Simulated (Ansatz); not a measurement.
CH₁₀AlBSi₂ (`[SiH3]C[BH][AlH][SiH3]`) from Hartree–Fock to CCSD(T)

```xyz
15

Si    0.9103    1.2617    1.1140
C    -0.8230    1.8818    0.6004
B    -0.8013    1.1907   -0.7680
Al   -1.1706   -0.8711   -1.1345
Si    0.4869   -2.6255   -0.6274
H     1.5839    2.2920    1.9451
H     0.7759   -0.0077    1.8726
H     1.7615    1.0004   -0.0801
H    -1.4842    1.4842    1.3736
H    -0.8124    2.9735    0.6173
H    -0.4126    1.8528   -1.6973
H    -2.5586   -1.3529   -1.7604
H     0.1538   -3.2552    0.6871
H     0.5128   -3.7249   -1.6356
H     1.8777   -2.0998   -0.5067
```

The species carries charge 0 and has multiplicity 1. The structure was optimised at the PBE0-D4/def2-TZVP level. It is one conformer, not always the lowest. Frozen core, restricted reference, Ansatz. CBS rows extrapolate triple and quadruple zeta; past MP2 they add the triple-zeta difference.

| basis | HF (Eh) | MP2 corr. |
| --- | --- | --- |
| def2-SVP | -887.80336 | -0.49655 |
| def2-TZVPP | -888.16306 | -0.61296 |
| def2-QZVPP | -888.19095 | -0.65403 |

Problem. Estimate the CCSD correlation energy and the (T) correction in each basis where they were run (hartree).

Solution. 
| basis | CCSD corr. | (T) |
| --- | --- | --- |
| def2-SVP | -0.58397 | -0.01712 |
| def2-TZVPP | -0.69689 | -0.02605 |
| CBS(def2) | -0.76838 | as TZ |
